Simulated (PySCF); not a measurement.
## A small calculation by hand: oscillator strength and radiative lifetime

C2H5BO3, SMILES CB(O)C(=O)O.

Coordinates come from a B3LYP-D3(BJ)/def2-SVP optimisation. This is a generated structure with no PubChem entry under its InChIKey; it may be hypothetical. The values are those of a single conformer.

TDDFT-B3LYP/def2-SVPD (PySCF 2.14.0) puts the first singlet state with f over 0.02 at 6.81 eV (vertical), with the transition dipole (-0.124, 0.402, 0.000) in atomic units.

Problem. Find the oscillator strength, the wavelength and the radiative lifetime that this transition would have in vacuum if emission retraced absorption.

Solution. 
|μ|² = 0.1770 au, so |μ| = 1.07 D. ΔE = 6.81/27.211 = 0.2503 hartree. f = (2/3) ΔE |μ|² = 0.030 (the program prints 0.030).
λ = 1239.84/6.81 = 182 nm; ν = 54926 cm⁻¹.
Einstein's coefficient A = 0.6670 ν² f s⁻¹ (ν in cm⁻¹) = 5.9e7 s⁻¹, so τ = 1/A = 17 ns. This state is S3; the lower singlets have f = 0.000, 0.001. The figure is the radiative limit of this one transition; relaxation, internal conversion, crossing to triplets and a medium change what is measured.
